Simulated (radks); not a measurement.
Ir V, configuration [Xe] 4f14 5d4.5 6d0.5 (fractional occupations, a model configuration). Method: Dirac Kohn-Sham, BLYP, spin-unpolarised, spherical densities, finite nucleus; open shells are shared between the two j in proportion to 2j + 1; Fermi nuclear charge, rms radius 5.4032 fm; computed with a radial shooting solver on a logarithmic mesh with Libxc functionals. Some entries of the table are withheld. Estimate them.

orbital,occ.,eigenvalue (eV),<r> (bohr)
1s1/2,2,-76042.12,0.01744
2s1/2,2,-13335.93,0.07297
2p1/2,2,(1),0.06017
2p3/2,4,(2),0.06848
3s1/2,2,-3158.001,0.1899
3p1/2,2,-2908.558,0.1801
3p3/2,4,-2552.110,0.1954
3d3/2,4,(3),0.1705
3d5/2,6,(4),0.1751
4s1/2,2,(5),0.4232
4p1/2,2,-608.2548,0.4266
4p3/2,4,-523.9012,0.4604
4d3/2,4,-350.7714,0.4718
4d5/2,6,-335.1111,0.4831
5s1/2,2,(6),0.9708
4f5/2,6,-114.8330,0.5299
5p1/2,2,-114.4972,1.049
4f7/2,8,-111.7040,0.5375
5p3/2,4,-100.3503,1.138
5d3/2,1.8,-54.3622,1.444
5d5/2,2.7,-52.7224,1.481
6s1/2,0,-44.3447,2.243
6p1/2,0,-35.7806,2.532
6p3/2,0,-33.3318,2.702
6d3/2,0.2,(7),3.544
6d5/2,0.3,(8),3.598

Answer. 
(1) 2p1/2 eigenvalue (eV): -12781.19
(2) 2p3/2 eigenvalue (eV): -11153.22
(3) 3d3/2 eigenvalue (eV): -2134.059
(4) 3d5/2 eigenvalue (eV): -2057.014
(5) 4s1/2 eigenvalue (eV): -713.6519
(6) 5s1/2 eigenvalue (eV): -148.0523
(7) 6d3/2 eigenvalue (eV): -22.1186
(8) 6d5/2 eigenvalue (eV): -21.7959
